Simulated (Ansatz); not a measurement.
Consider the ligand exchange at the Si–C bond: `N=CC(O)=C[SiH3]` + `C1[SiH2][AsH]1` → `[SiH3][As]1C[SiH2]1` + `C=C(O)C=N`.

Program: Ansatz. Geometries: PBE0-D4/def2-TZVP. ΔE: electronic, gas phase. CCSD(T)/CBS is the MP2 limit (def2-TZVPP, def2-QZVPP) plus CCSD(T) − MP2 in def2-TZVPP, frozen cores. Functionals use def2-TZVPP. B3LYP here is the variant with VWN-RPA as its local correlation; programs differ in this. HSE06 is defined as in plane-wave codes. For As outer-core shells are correlated without core-valence functions, which leaves a few kJ/mol of doubt a bond. Scalar relativity is left out up to krypton. One conformer a species, not always the lowest.

| level | ΔE (kJ/mol) | difference from CCSD(T)/CBS |
| --- | --- | --- |
| LDA (SPW92) | -71.3 | -6.4 |
| PBE-D4 | -69.4 | -4.5 |
| revPBE-D4 | -67.4 | -2.5 |
| BLYP-D4 | -60.8 | 4.1 |
| r2SCAN-D4 | -65.0 | -0.1 |
| B97M-V | -59.7 | 5.2 |
| PBE0-D4 | -70.4 | -5.5 |
| B3LYP-D4 | -62.5 | 2.4 |
| r2SCANh-D4 | -66.1 | -1.2 |
| r2SCAN0-D4 | -67.6 | -2.7 |
| HSE06-D4 | -70.4 | -5.5 |
| BHLYP-D4 | -64.4 | 0.5 |
| CAM-B3LYP-D4 | -59.3 | 5.6 |
| ωB97X-V | -61.8 | 3.1 |
| ωB97M-V | -62.5 | 2.4 |
| B2PLYP | -60.6 | 4.3 |
| PBE-QIDH | -68.9 | -4.0 |
| PBE | -66.7 | -1.8 |
| revPBE | -64.1 | 0.8 |
| BLYP | -55.6 | 9.3 |
| PBE0 | -68.0 | -3.1 |
| B3LYP | -57.8 | 7.1 |
| r2SCANh | -65.6 | -0.7 |
| r2SCAN0 | -67.0 | -2.1 |
| BHLYP | -58.3 | 6.6 |
| LC-ωPBE | -64.9 | 0.0 |
| RPA@PBE/def2-TZVPP | -56.3 | 8.6 |
| HF/def2-SVP | -53.1 | 11.8 |
| MP2/def2-SVP | -63.1 | 1.8 |
| CCSD/def2-SVP | -56.9 | 8.0 |
| HF/def2-TZVPP | -53.8 | 11.1 |
| MP2/def2-TZVPP | -67.0 | -2.1 |
| SCS-MP2/def2-TZVPP | -61.2 | 3.7 |
| CCSD/def2-TZVPP | -59.4 | 5.5 |
| CCSD(T)/def2-TZVPP | -61.1 | 3.8 |
| HF/def2-QZVPP | -53.1 | 11.8 |
| MP2/def2-QZVPP | -68.9 | -4.0 |
| SCS-MP2/def2-QZVPP | -62.8 | 2.1 |
| MP2/CBS(def2) | -70.7 | -5.8 |
| CCSD/CBS(def2) | -63.2 | 1.7 |
| CCSD(T)/CBS | -64.9 | 0 |

Largest T1 diagnostic among the species: 0.013.

At CCSD(T), def2-SVP lies +6.8 kJ/mol from the extrapolated value and def2-TZVPP +3.8 kJ/mol. Leaving LDA and LC-ωPBE aside and taking each functional with its dispersion term where it has one, the values spread over 11.1 kJ/mol, from HSE06-D4 to CAM-B3LYP-D4. LDA lies −4.6 kJ/mol from PBE without D4. In def2-TZVPP, CCSD(T) changes the Hartree–Fock value by −7.4 kJ/mol (the triples alone add −1.7 kJ/mol) and MP2 by −13.2 kJ/mol.
